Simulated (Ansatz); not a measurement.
```yaml
crystal:
  periodic: [true, true, true]
  atoms:
    - {symbol: C, position_ang: [-0.524797, 2.249505, 0.168644]}
    - {symbol: C, position_ang: [-0.500640, 0.726172, 0.349836]}
    - {symbol: Sb, position_ang: [1.423204, -0.130904, 0.047885]}
    - {symbol: Si, position_ang: [0.630916, -2.532047, -0.112321]}
    - {symbol: H, position_ang: [-1.505798, 2.741776, 0.353820]}
    - {symbol: H, position_ang: [-0.308982, 2.510421, -0.826697]}
    - {symbol: H, position_ang: [0.142106, 2.722145, 0.809909]}
    - {symbol: H, position_ang: [-0.786756, 0.507718, 1.382692]}
    - {symbol: H, position_ang: [-1.248837, 0.251067, -0.293495]}
    - {symbol: H, position_ang: [1.422228, 0.015149, -1.613933]}
    - {symbol: H, position_ang: [1.633313, -3.374155, -0.664145]}
    - {symbol: H, position_ang: [-0.665392, -2.649209, -0.934062]}
    - {symbol: H, position_ang: [0.292644, -3.056418, 1.294699]}
basis:
  gaussian: {orbitals: def2-TZVPP}
hamiltonian: {xc: {name: PBE-QIDH}}
output: {forces: true}
```

```sh
$ ansatz run in.yaml --threads 4 --pin off --events-out ev --progress --plain --max-ram 10444MiB
```

It prints (some lines left out):

```
Error: YAML parse error: error: line 2 column 3: crystal: missing field `lattice` (a structure is typed as `lattice` and `atoms`, a molecule's as `atoms` in Å alone, or read from a run's directory, `checkpoint`)
 --> <input>:2:3
1 | crystal:
2 |   periodic: [true, true, true]
3 |   atoms:
4 |     - {symbol: C, position_ang: [-0.524797, 2.249505, 0.168644]}
```

In this input the molecule is marked periodic without a cell. The input was rejected before any iteration.
